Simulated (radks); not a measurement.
All-electron atom: the lead ion Pb3+ in [Xe] 4f14 5d10 6s1.

Calculated with a radial shooting solver on a logarithmic mesh with Libxc functionals: Dirac Kohn-Sham, PW91, spin-unpolarised, spherical densities, finite nucleus; Fermi nuclear charge, rms radius 5.5012 fm.

Energy parts (eV):
| part | energy |
|---|---|
| total | -569333.25 |
| kinetic | 662014.45 |
| electron-nucleus | -1438082.62 |
| Hartree | 217382.26 |
| exchange-correlation | -10647.34 |

Orbitals (lengths in bohr, moments of r in powers of bohr; <r^-3> diverges for s and p1/2; r(90%) holds 90 % of the orbital's charge):
orbital  occ.  eigenvalue (eV)  <r^-3>       <r^4>  r(90%)
1s1/2       2        -87953.23       -   3.540e-07  0.0294
2s1/2       2        -15742.79       -  0.00005072   0.105
2p1/2       2        -15127.07       -  0.00002987  0.0918
2p3/2       4        -12937.23   23390  0.00004819   0.104
3s1/2       2        -3800.542       -    0.001831   0.256
3p1/2       2        -3520.929       -    0.001585   0.248
3p3/2       4        -3032.365    5524    0.002253   0.270
3d3/2       4        -2569.846   969.5    0.001477   0.244
3d5/2       6        -2465.864   791.3    0.001640   0.251
4s1/2       2        -882.5709       -     0.04011   0.551
4p1/2       2        -761.2343       -     0.04228   0.559
4p3/2       4        -641.6154    1358     0.05919   0.608
4d3/2       4        -443.2601   216.4     0.06834   0.633
4d5/2       6        -420.9316   172.5     0.07552   0.648
4f5/2       6        -164.1668   37.89      0.1159   0.716
4f7/2       8        -159.1329   35.90      0.1225   0.726
5s1/2       2        -172.4194       -      0.9619    1.22
5p1/2       2        -130.9562       -       1.302    1.31
5p3/2       4        -108.5579   250.4       1.915    1.45
5d3/2       4         -51.0933   26.54       5.414    1.88
5d5/2       6         -48.4252   20.62       6.202    1.95
6s1/2       1         -37.5617       -       35.11    3.01

The highest occupied level is 6s1/2 at -37.562 eV. The density falls to 0.001 e/bohr^3 at r = 3.39 bohr. Summed over all electrons, <r^2> = 39.51 bohr^2, which gives a Langevin (diamagnetic) susceptibility term of -31.3 x 10^-6 cm^3/mol. For comparison, the ionisation energy in NIST's Atomic Spectra Database is 42.333 eV (measured). In exact Kohn-Sham theory the highest level is minus the ionisation energy, but local and semilocal functionals leave it too shallow, through self-interaction and a potential that decays too fast; potentials with the right tail come closer.

Beside tabulated values, note that spin-unpolarised runs miss the spin-polarisation part of the exchange energy of open shells.
